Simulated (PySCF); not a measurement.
Geometries of 2 isomers of C2H9PSi2, from PBE0-D3(BJ)/def2-SVP geometry optimisation, gas phase (PySCF). One conformer each, no zero-point energy, no frequencies.

Task: Which isomer lies lower at this level?
A.
```xyz
14
angstrom
C      0.381   -1.244    0.268
C     -0.900   -0.813   -0.460
Si    -1.424    0.885    0.201
P      0.501    2.081    0.409
Si     1.681    0.139    0.184
H      0.792   -2.186   -0.133
H      0.170   -1.430    1.336
H     -0.717   -0.717   -1.545
H     -1.710   -1.553   -0.340
H     -2.015    0.730    1.567
H     -2.405    1.594   -0.675
H      0.557    2.374   -0.990
H      2.389    0.140   -1.135
H      2.700   -0.002    1.268
```
B.
```xyz
14
angstrom
Si    -2.645    0.500   -0.049
C     -0.779    0.340    0.011
C     -0.127   -0.831    0.125
Si     1.740   -1.002    0.190
P      2.666    1.028   -0.215
H     -3.252   -0.861    0.063
H     -3.136    1.360    1.072
H     -3.079    1.133   -1.332
H     -0.184    1.266   -0.045
H     -0.720   -1.756    0.185
H      2.178   -1.441    1.552
H      2.184   -2.050   -0.783
H      2.558    0.897   -1.634
H      3.997    0.511   -0.174
```

Result: A. That is `C1C[SiH2]P[SiH2]1`, 39.7 kcal/mol below the other.

| SMILES | atoms numbered as above | E (Eh) | relative (kcal/mol) | relative (kJ/mol) | dipole (D) |
| --- | --- | --- | --- | --- | --- |
| C1C[SiH2]P[SiH2]1 | [CH2:1]1[CH2:2][SiH2:3][PH:4][SiH2:5]1 | -1001.18589 | 0.0 | 0.0 | 2.04 |
| [SiH3]/C=C/[SiH2]P | [SiH3:1]/[CH:2]=[CH:3]/[SiH2:4][PH2:5] | -1001.12255 | 39.7 | 166.3 | 0.82 |

As drawn, the higher has a C=C bond outside aromatic rings, which the lower lacks.
